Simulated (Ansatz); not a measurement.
Cartesian coordinates in Å:
```
C -0.4993 -2.9194 0.7463
S 0.9911 -1.9242 0.4602
Ge 0.0000 0.0000 -0.0001
S -1.3757 -0.1574 -1.7261
C -0.1739 -0.7244 -2.9622
S 1.6787 1.3880 -0.3897
C 0.7042 2.8783 -0.7408
S -1.2941 0.6936 1.6555
C -0.0310 0.7654 2.9567
H -0.1568 -3.9246 0.9912
H -1.0785 -2.5210 1.5788
H -1.1197 -2.9558 -0.1486
H -0.7250 -0.8487 -3.8941
H 0.6153 0.0135 -3.1035
H 0.2635 -1.6785 -2.6696
H 1.4200 3.6712 -0.9566
H 0.1006 3.1597 0.1215
H 0.0599 2.7261 -1.6062
H 0.7559 1.4724 2.6955
H 0.4027 -0.2187 3.1318
H -0.5376 1.1043 3.8601
```

Charge 0, multiplicity 1.

(1) List the PBE/def2-TZVPP orbital energies in eV (Ansatz). (Estimate.)

## Answers

(1) The calculation gave: Occupied: -10805.33, -2395.73, -2395.73, -2395.73, -2395.73, -1338.61, -1192.03, -1192.03, -1192.03, -269.68, -269.68, -269.68, -269.68, -208.66, -208.66, -208.66, -208.66, -163.24, -154.82, -154.82, -154.82, -154.82, -154.73, -154.73, -154.73, -154.73, -154.56, -154.56, -154.56, -154.56, -114.68, -114.67, -114.67, -30.50, -30.50, -30.49, -30.46, -30.44, -19.81, -19.24, -19.24, -19.13, -16.39, -15.69, -15.38, -15.38, -12.33, -10.94, -10.94, -10.71, -10.58, -10.39, -10.39, -10.25, -10.11, -9.97, -8.85, -8.85, -8.78, -7.57, -7.57, -7.04, -5.87, -5.87, -5.71, -5.63. Lowest empty: -1.67, -0.72, -0.45, -0.40, -0.40, 0.48, 0.89, 0.89.
